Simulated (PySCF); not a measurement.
Stepwise substitution at one centre (Sn F-Cl). Gas-phase values, no solvent. Strings in code marks are SMILES.

The LUMO from two functionals at the same geometries (PBE0-D3(BJ)/def2-TZVP), both in PySCF: PBE-D3(BJ)/def2-TZVP and ωB97X-D3(BJ)/def2-TZVP. 

```csv
species,PBE-D3(BJ)/def2-TZVP (eV),ωB97X-D3(BJ)/def2-TZVP (eV)
2 of 4 F replaced by Cl (`[F][Sn]([F])([Cl])[Cl]`),-4.20,-1.11
3 of 4 F replaced by Cl (`[Cl][Sn]([Cl])([Cl])[F]`),-4.11,-1.09
4 of 4 F replaced by Cl,-4.07,-1.11
```

Over these rows, drawn at random from the members with no instability flagged (it was tested for open shells, ions and some series alone), PBE minus ωB97X-D3(BJ): mean -3.03 eV, from -3.10 eV to -2.96 eV.
